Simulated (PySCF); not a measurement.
## How methods differ on the ionisation energy of F²⁺

F²⁺ [He] 2s2 2p3 (4S) → F³⁺ [He] 2s2 2p2 (3P), as a difference of total energies. Calculation: PySCF 2.14, in aug-cc-pVDZ (4s3p2d, 23 functions); no relativity, point nucleus. Correlated levels: valence: 1s2 frozen. The calculations carry no spin-orbit coupling.

```tsv
method	ionisation energy (eV)
UHF	62.231
MP2 (valence)	62.554
SCS-MP2 (valence)	62.373
CCSD (valence)	62.317
CCSD(T) (valence)	62.316
```

Problem. Estimate what r2SCAN gives.

Solution. 63.198 eV, closest to MP2 (valence) among the rows shown.

Problem. Estimate what MN15 gives.

Solution. 62.947 eV, closest to MP2 (valence) among the rows shown.

Errors of the correlated levels include the incompleteness of this basis and the frozen core.

For comparison: 62.708 eV (semi-empirical (NIST evaluation); NIST Atomic Spectra Database, ionization energies).
